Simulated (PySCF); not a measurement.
AlH2F, SMILES [F][AlH2]. Atoms are numbered in the order given.

```xyz
4

Al     0.0000     0.0000     0.5617
H      0.0000     1.4011     1.2773
H      0.0000    -1.4011     1.2773
F      0.0000     0.0000    -1.0951
```

Geometry: TPSSh-D3(BJ)/def2-TZVP.

These are PBE0/def2-TZVPD run with PySCF values and carry that method's errors.

Computed frontier levels, gap, dipole moment and polarisability:
The highest occupied level comes out as -8.82 eV, the lowest empty level comes out as -1.41 eV and the orbital gap is 7.41 eV. The dipole moment is 1.45 D. The quadrupole, principal values (traceless, Buckingham form, about the centre of nuclear charge) is -3.78, -2.63, 6.41 D·Å and the mean static polarisability comes out as 28.2 bohr³ (4.18 Å³). The polarisability, principal values comes out as 25.4, 27.8, 31.2 bohr³.
